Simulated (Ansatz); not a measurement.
Basis-set extrapolation for `O=C([SiH3])BO` (PBE0-D4/def2-TZVP geometry, frozen core, Ansatz 0.2.0). Multiplicity 1, RHF reference.

|  | def2-TZVPP | def2-QZVPP |
| --- | --- | --- |
| HF | -504.241150 | -504.260115 |
| MP2 correlation | -0.844255 | -0.907853 |
| CCSD(T) correlation | -0.916594 | not run |

Energies in hartree. Use E(X) = E(∞) + A·exp(−7.88·√X) for Hartree–Fock and E(X) = E(∞) + B·X^(−2.97) for correlation, with X = 3 and 4, and add CCSD(T) minus MP2 of the smaller set to the MP2 limit.

**Question.** What is the CCSD(T) energy at the basis-set limit?

**Answer.** HF limit: -504.260115 + (-0.018965) × 0.13774 = -504.26273. MP2 limit: -0.907853 + (-0.063598) × 0.74074 = -0.95496. Higher-order term: -0.916594 − (-0.844255) = -0.07234. Total: -505.29003 hartree, 347.3 kJ/mol below CCSD(T)/def2-TZVPP.
